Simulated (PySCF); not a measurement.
`CC[Si@H]1C[SiH2][C@@H]1C`, C5H14Si2

Geometry (Å), atoms numbered from 1 in this order:
```xyz
21

C    -3.101   -0.235    0.294
C    -1.730   -0.264    0.955
Si   -0.311   -0.375   -0.305
C     0.055    1.277   -1.215
Si    1.735    1.484   -0.313
C     1.439   -0.239    0.492
C     2.427   -1.325    0.082
H    -3.267   -1.143   -0.282
H    -3.181    0.611   -0.384
H    -3.893   -0.153    1.036
H    -1.607    0.635    1.561
H    -1.684   -1.110    1.642
H    -0.501   -1.540   -1.183
H    -0.661    2.076   -1.042
H     0.149    1.175   -2.293
H     1.772    2.598    0.638
H     2.903    1.553   -1.193
H     1.416   -0.203    1.583
H     3.425   -1.110    0.462
H     2.121   -2.298    0.466
H     2.488   -1.397   -1.002
```

Method: PySCF, TDDFT CAM-B3LYP/def2-SVPD circular dichroism and optical rotation, one conformer, gas phase. Geometry: GFN2-xTB.

The molecule is flexible and this is one conformer; a measurement averages over conformers.

Question: Draw the ECD and absorption spectra from the lowest 16 states, each a Gaussian of half-width 0.2 eV at 1/e height.

Answer: 
| E (eV) | λ (nm) | Δε (L mol⁻¹ cm⁻¹) | ε (L mol⁻¹ cm⁻¹) |
| --- | --- | --- | --- |
| 5.79 | 214 | -0.01 | 1.18 |
| 5.89 | 211 | -0.11 | 11.2 |
| 5.99 | 207 | -0.63 | 64.2 |
| 6.09 | 204 | -2.19 | 224 |
| 6.19 | 200 | -4.63 | 474 |
| 6.29 | 197 | -5.94 | 609 |
| 6.39 | 194 | -4.63 | 474 |
| 6.49 | 191 | -2.20 | 225 |
| 6.59 | 188 | -0.72 | 69.3 |
| 6.69 | 185 | -0.44 | 45.6 |
| 6.79 | 183 | -0.25 | 179 |
| 6.89 | 180 | +2.49 | 752 |
| 6.99 | 177 | +10.68 | 2590 |
| 7.09 | 175 | +22.40 | 6640 |
| 7.19 | 173 | +29.97 | 11500 |
| 7.29 | 170 | +28.62 | 12800 |
| 7.39 | 168 | +22.19 | 9510 |
| 7.49 | 166 | +15.64 | 5660 |
| 7.59 | 163 | +9.36 | 3980 |
| 7.69 | 161 | +2.31 | 4050 |
| 7.79 | 159 | -11.80 | 6100 |
| 7.89 | 157 | -35.32 | 10700 |
| 7.99 | 155 | -49.25 | 14900 |
| 8.09 | 153 | -41.58 | 14300 |

Δε uses R in velocity form, ε uses f in length form. Only the states computed contribute, so the short-wavelength end is incomplete.
